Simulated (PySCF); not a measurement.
## Exercise with solution: oscillator strength and radiative lifetime

Os(O)3(OH)2 (H₂O₅Os), SMILES [O]=[Os](=[O])(=[O])([OH])[OH], multiplicity 1.

Geometry: B3LYP-D3(BJ)/def2-SVP. The spin state was assumed, not searched. The def2 effective core potentials stand for the cores of Os; spin–orbit coupling is left out. The values are those of a single conformer.

TDA-PBE/def2-SVPD (PySCF) puts the first singlet state with f over 0.02 at 3.46 eV (vertical), with the transition dipole (0.112, -0.529, 0.000) in atomic units.

**Question.** Find the oscillator strength, the wavelength and the radiative lifetime that this transition would have in vacuum if emission retraced absorption.

**Answer.** 
|μ|² = 0.2924 au, so |μ| = 1.37 D. ΔE = 3.46/27.211 = 0.1272 hartree. f = (2/3) ΔE |μ|² = 0.025 (the program prints 0.025).
λ = 1239.84/3.46 = 358 nm; ν = 27907 cm⁻¹.
Einstein's coefficient A = 0.6670 ν² f s⁻¹ (ν in cm⁻¹) = 1.3e7 s⁻¹, so τ = 1/A = 78 ns. This state is S7; the lower singlets have f = 0.000, 0.001, 0.001, 0.003, 0.000, 0.000. The figure is the radiative limit of this one transition; relaxation, internal conversion, crossing to triplets and a medium change what is measured.
